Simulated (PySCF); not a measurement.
C₅H₁₀Si, SMILES C=C[SiH2]/C=C/C.

The structure is a stationary point at PBE-D3(BJ)/def2-SVP. The structure was generated by enumeration; whether it is a known compound was not checked. One conformer was computed; it need not be the lowest.

Computed with PBE-D3(BJ)/def2-SVP run with PySCF.

Frequencies are harmonic and unscaled.

```csv
mode,ν (cm⁻¹),IR (km/mol),moving atoms (share of kinetic energy)
1,55,0.3,"C 57 %, H 29 %, Si 14 %"
2,65,0.1,"C 52 %, H 39 %, Si 9 %"
3,129,0.0,"H 58 %, C 38 %"
4,195,0.9,"C 59 %, H 34 %"
5,197,1.7,"H 73 %, C 26 %"
6,250,2.4,"C 52 %, H 36 %, Si 12 %"
7,273,0.2,"C 58 %, H 39 %"
8,381,1.0,"C 46 %, H 33 %, Si 21 %"
9,489,12.7,"H 65 %, C 30 %"
10,563,32.7,"H 59 %, Si 25 %, C 16 %"
11,642,14.7,"H 43 %, C 36 %, Si 21 %"
12,714,11.9,"H 61 %, C 29 %, Si 10 %"
13,739,37.2,"H 55 %, C 34 %, Si 12 %"
14,775,8.2,"H 59 %, C 34 %"
15,826,289.6,"H 82 %, Si 12 %"
16,896,72.1,H 95 %
17,928,8.5,"H 61 %, C 37 %"
18,941,31.6,"H 72 %, C 27 %"
19,978,17.2,"H 84 %, C 15 %"
20,980,13.1,"H 88 %, C 11 %"
21,1006,7.8,H 93 %
22,1015,2.0,"H 63 %, C 37 %"
23,1068,4.7,"C 58 %, H 41 %"
24,1196,2.8,"H 69 %, C 31 %"
25,1228,0.1,"H 73 %, C 27 %"
26,1280,2.6,"H 83 %, C 17 %"
27,1334,1.4,"H 76 %, C 24 %"
28,1370,11.2,"H 85 %, C 15 %"
29,1397,8.1,H 96 %
30,1400,19.3,H 95 %
31,1619,8.4,"C 87 %, H 13 %"
32,1648,56.8,C 92 %
33,2136,93.9,H 98 %
34,2142,115.3,H 96 %
35,2955,21.1,H 97 %
36,3024,8.9,"H 91 %, C 9 %"
37,3040,1.8,"H 92 %, C 8 %"
38,3043,16.5,H 95 %
39,3048,12.4,H 92 %
40,3061,5.3,"H 92 %, C 8 %"
41,3070,19.0,"H 91 %, C 9 %"
42,3136,10.1,"H 89 %, C 11 %"
```
